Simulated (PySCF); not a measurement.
## Working out the ionisation energy of Ru(2+)

Ru(2+) [Kr] 4d6 (5D) → Ru(3+) [Kr] 4d5 (6S). All numbers are calculated (PySCF 2.14, scalar relativity through the core potential, in cc-pVDZ-PP with ECP28MDF (4s4p3d1f, 38 functions)). Frozen: 4s2 4p6. Energies in hartree (1 hartree = 27.21139 eV):

```
             part  Ru(2+) (lower)  Ru(3+) (upper)
              UHF      -93.032934      -92.061365
MP2 opposite-spin       -0.030506        0.000000
    MP2 same-spin       -0.043107       -0.040769
```

Task: What does Hartree-Fock give?

Result: (-92.061365) − (-93.032934) = 0.971569 hartree = 26.438 eV.

Task: What do MP2 and SCS-MP2 (6/5 opposite-spin, 1/3 same-spin) give?

Result: The opposite-spin parts differ by 0.830 eV and the same-spin parts by 0.064 eV. MP2: 26.438 + (0.830) + (0.064) = 27.332 eV. SCS-MP2: 26.438 + 1.2 × (0.830) + (0.064)/3 = 27.455 eV.

Reference: 28.47 eV (semi-empirical (NIST evaluation); NIST Atomic Spectra Database, ionization energies), between the lowest levels; spin-orbit coupling is absent from the calculation.

A double-zeta basis recovers only part of the correlation energy.

What remains against the reference includes basis incompleteness, the frozen core and correlation beyond second order.
